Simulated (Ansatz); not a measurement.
Reaction (formal exchange of groups at a B–O bond): `COB(C)F` + `O/C=[CH]\[AlH2]` → `C[B](F)[AlH2]` + `CO/C=C/O`

Program: Ansatz. Geometries: PBE0-D4/def2-TZVP. ΔE: electronic, gas phase. CBS: MP2 limit from def2 TZ/QZ plus the TZ coupled-cluster correction, frozen cores. Double bonds are as drawn, so ΔE can hold a change between cis and trans. Functionals use def2-TZVPP. B3LYP here is the variant with VWN-RPA as its local correlation; programs differ in this. Each species was taken in one conformer, which may not be the lowest.

`COB(C)F`:

Z-matrix (Å, degrees):
```
C
O 1 1.408
H 1 1.093 2 112.4
H 1 1.092 2 109.0 3 120.9
H 1 1.092 2 108.9 3 -120.8
B 2 1.348 1 123.8 3 -1.7
F 6 1.335 2 114.4 1 -180.0
C 6 1.569 2 126.0 1 0.1
H 8 1.090 6 111.3 2 -179.3
H 8 1.094 6 111.5 2 -58.6
H 8 1.094 6 111.4 2 60.1
```

`O/C=[CH]\[AlH2]`:

Z-matrix (Å, degrees):
```
C
C 1 1.344
O 1 1.341 2 127.2
H 1 1.088 2 123.3 3 -180.0
Al 2 1.913 1 123.5 3 -0.0
H 2 1.087 1 113.9 3 180.0
H 3 0.969 1 109.4 2 0.0
H 5 1.601 2 115.1 1 0.0
H 5 1.582 2 124.2 1 -180.0
```

`C[B](F)[AlH2]`:

Z-matrix (Å, degrees):
```
C
B 1 1.563
H 1 1.099 2 108.3
H 1 1.095 2 111.9 3 115.8
H 1 1.093 2 113.5 3 -120.0
F 2 1.340 1 116.9 3 109.7
Al 2 2.168 1 126.1 3 -69.1
H 7 1.594 2 121.3 1 -91.3
H 7 1.594 2 121.5 1 87.5
```

`CO/C=C/O`:

Cartesian coordinates in Å:
```
C -0.051 -1.643 0.422
O 0.903 -0.703 0.841
C 0.753 0.552 0.367
C -0.174 0.991 -0.481
O -0.108 2.282 -0.944
H 0.212 -2.590 0.891
H -0.039 -1.760 -0.669
H -1.061 -1.349 0.735
H 1.519 1.223 0.741
H -0.956 0.362 -0.893
H -0.998 2.635 -1.010
```

Q: Is it downhill or uphill in electronic energy at CCSD(T)/CBS, and by how much? (Estimate.)

A: The calculation gave: Uphill: ΔE = +293.2 kJ/mol.

Q: What do these levels give: B3LYP-D4, ωB97M-V, PBE, r2SCAN, PBE0, B3LYP, HF/def2-TZVPP, CCSD(T)/def2-TZVPP, HF/def2-QZVPP, HF/CBS(def2), MP2/CBS(def2), CCSD/CBS(def2)? (An estimate is asked.)

A: Ansatz gave: B3LYP-D4 289.9, ωB97M-V 295.7, PBE 275.5, r2SCAN 297.3, PBE0 283.5, B3LYP 287.3, HF/def2-TZVPP 298.8, CCSD(T)/def2-TZVPP 293.0, HF/def2-QZVPP 299.1, HF/CBS(def2) 299.1, MP2/CBS(def2) 306.9, CCSD/CBS(def2) 293.1 kJ/mol.

Largest T1 diagnostic among the species: 0.013.

From PBE to PBE0 (25 % exact exchange), in def2-TZVPP and without D4, ΔE moves by +8.0 kJ/mol.
